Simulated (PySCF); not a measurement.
Two species compared at the same levels of theory.

First species: C8H17P.
SMILES: `CCC1CP(C(C)C)C1`

Second species: C7H13PS.
SMILES: `C#C[P@@](C)(=S)[C@@H](C)CC`

Levels: PBE0/pcSseg-1 for dipole moment, HOMO energy, LUMO energy and HOMO–LUMO gap; GFN2-xTB for rotational constant A and rotational constant C. Geometries: GFN2-xTB. Each structure is a single optimised conformer of the isolated species, non-relativistic unless stated. Electronic properties by PySCF.

The conformers computed, where there is a choice (atom-mapped SMILES and torsion angles):
- `[CH3:1][CH2:2][CH:3]1[CH2:4][P:5]([CH:6]([CH3:7])[CH3:8])[CH2:9]1`: C1–C2–C3–C4 -69°, C4–P5–C6–C7 158°
- `[CH:1]#[C:2][P@@:3]([CH3:4])(=[S:5])[C@@H:6]([CH3:7])[CH2:8][CH3:9]`: C2–P3–C6–C7 170°, P3–C6–C8–C9 167°

Values for the first species:

| Quantity | Value |
| --- | --- |
| Dipole moment | 1.48 D |
| HOMO energy | -6.30 eV |
| LUMO energy | 0.80 eV |
| HOMO–LUMO gap | 7.10 eV |
| Rotational constant A | 2.776 GHz |
| Rotational constant C | 0.660 GHz |

**Question.** Estimate the same properties for the second species, and the change in each.

**Answer.** 
```
             property      first     second  second less first
        dipole moment     1.48 D     4.28 D            +2.80 D
          HOMO energy   -6.30 eV   -6.48 eV           -0.18 eV
          LUMO energy    0.80 eV   -0.33 eV           -1.13 eV
        HOMO–LUMO gap    7.10 eV    6.15 eV           -0.95 eV
rotational constant A  2.776 GHz  1.319 GHz         -1.457 GHz
rotational constant C  0.660 GHz  0.774 GHz         +0.114 GHz
```

On the first: In atomic units the dipole is 0.58 e·bohr (1 au = 2.5417 D).

On the second: In atomic units the dipole is 1.68 e·bohr (1 au = 2.5417 D).
